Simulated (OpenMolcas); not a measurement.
# Levels of Kr6+ by method

| Quantity | Value |
| --- | --- |
| Program | OpenMolcas 26.06 |
| Basis | ANO-RCC-VTZP [6s5p3d1f] |
| Scalar Hamiltonian | DKH2, point nucleus |
| Active space | 2 electrons in 8 orbitals (4s 4p 5s 5p) |
| State averaging | 2S+1 = 3 even, 3 roots; 2S+1 = 1 even, 6 roots; 2S+1 = 3 odd, 3 roots; 2S+1 = 1 odd, 3 roots |
| Spin-orbit coupling | state interaction with AMFI integrals over the reference wave functions, term energies averaged over their components |

Methods on the same reference wave functions:
A. CASSCF
B. SS-CASPT2, IPEA 0.25 Eh, imaginary shift 0.1 Eh (closed shells correlated: 3d)
C. XMS-CASPT2, IPEA 0.25 Eh, imaginary shift 0.1 Eh (closed shells correlated: 3d)

Energies in cm-1 above 4s2 1S0, the measured ground level; measured values from Saloman, J. Phys. Chem. Ref. Data 36, 215 (2007).

```csv
Level,A,B,C,Measured
4s2 1S0,0.0,0.0,0.0,0.0
4s 4p 3P* 0,115486,115130,115220,117390
4s 4p 3P* 1,118065,117680,117760,120095
4s 4p 3P* 2,123887,123530,123620,126553
4s 4p 1P* 1,182882,173850,173330,170835
```

Deviations, from unrounded energies. A percentage is the sum of absolute deviations over the sum of measured energies, with the sign that they share, or ± where signs differ.

| Against measurement | Levels | A | B | C |
| --- | --- | --- | --- | --- |
| mean absolute deviation (cm-1) | 4 | 4700 | 2700 | 2500 |
| other configurations (%) | 4 | ±3.5 | ±2.0 | ±1.9 |

C lies closest to measurement on these levels and A furthest from it. The largest miss of C in the table is 4s 4p 3P* 2, by -2900 cm-1. The ranking rests on the paired levels alone, and a cruder setting can come out closer through cancelling errors.

Between B and C the level of the table that moves most is 4s 4p 1P* 1, by 520 cm-1 (lowest in C, highest in B). Moves below CASPT2's spread within the term are not significant.

The lowest spin-free term lies below A's lowest term by 0.042 hartree in B, 0.043 hartree in C.

Over all roots computed the reference weight is 0.93 to 1.00 in B, 0.85 to 1.00 in C; the roots of lowest weight are the least certain, and an intruder state may touch them. Active for correlation alone: 5p 5s; no level in the range computed is led by a configuration that fills them, so any true level of that kind is missing. Measured partners are found by configuration, term and J. A level has none where our copy of the source lacks it or the pairing is in doubt (some pairs that miss far off the trend of their configuration count as doubtful), and it then counts in no deviation. Levels of configurations outside the active space are missing. The table leaves out levels that lie high or whose names do not pair safely across all columns.

* marks odd parity.
